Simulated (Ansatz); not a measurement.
ClGeH$_{6}$NSi, SMILES `Cl[SiH2][NH][GeH3]` at its PBE0-D4/def2-TZVP geometry, where that method's forces vanish. Total charge 0; spin multiplicity 1.

```xyz
10

Cl    2.6229   -0.4680    1.0497
Si    1.2762    0.8525    0.1946
N     0.0483    0.0965   -0.7065
Ge   -1.4445   -0.7488   -0.0199
H     0.6585    1.5795    1.3246
H     2.0767    1.7305   -0.6879
H     0.2803   -0.1668   -1.6536
H    -1.6303   -0.1874    1.3946
H    -1.2415   -2.2736    0.0218
H    -2.6466   -0.4145   -0.9174
```

**Question.** What forces (eV/Å) does r2SCAN-D4/def2-TZVPP give on these atoms in Ansatz 0.2.0? (Estimate.)

**Answer.** The calculation gave: 
```
Cl1  0.052 -0.046  0.035
Si2  0.010  0.072  0.017
N3  -0.010  0.041 -0.002
Ge4 -0.093 -0.050  0.037
H5   0.008 -0.006 -0.032
H6  -0.023 -0.011  0.015
H7  -0.007 -0.021 -0.036
H8   0.016 -0.025 -0.072
H9  -0.007  0.059 -0.001
H10  0.054 -0.014  0.038
```
